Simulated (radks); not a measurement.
The gold anion Au-, [Hg], held by a Watson sphere: a shell of charge +1 at radius R that stands for the Madelung well of a crystal (potential energy -1/R inside, -1/r outside, in hartree with lengths in bohr). Calculated with a radial shooting solver on a logarithmic mesh with Libxc functionals: scalar-relativistic Kohn-Sham, PBEsol, spin-polarised, spherical densities, finite nucleus; Fermi nuclear charge, rms radius of each element as measured or else 0.836 A^(1/3) + 0.57 fm. Response by self-consistent Sternheimer equations with the Hartree and adiabatic LDA kernel, the relativistic mass of each level held fixed and spin-orbit coupling left out. The sphere does not respond.

R (bohr)  e(5p) (eV)  e(5d) (eV)  e(6s) (eV)  <r> 6s (bohr)  sum of <r^2> (bohr^2)  X-ray form factor at sin(theta)/lambda = 0.3 1/angstrom  alpha (bohr^3)
2.69         -60.215      -7.491      -6.800          2.805                  69.43                                                   59.250           41.64
3.54         -59.211      -6.380      -5.957          2.945                  72.50                                                   59.272           51.92
4.06         -58.675      -5.810      -5.432          3.017                  73.97                                                   59.282           58.68
4.07         -58.666      -5.800      -5.422          3.019                  74.00                                                   59.282           58.81
4.33         -58.420      -5.543      -5.175          3.050                  74.62                                                   59.285           62.17
4.98         -57.865      -4.972      -4.612          3.113                  75.92                                                   59.290           70.27
5.58         -57.424      -4.524      -4.163          3.156                  76.82                                                   59.292           77.17
5.97         -57.169      -4.267      -3.904          3.178                  77.30                                                   59.293           81.29
6.28         -56.983      -4.080      -3.714          3.193                  77.62                                                   59.294           84.35
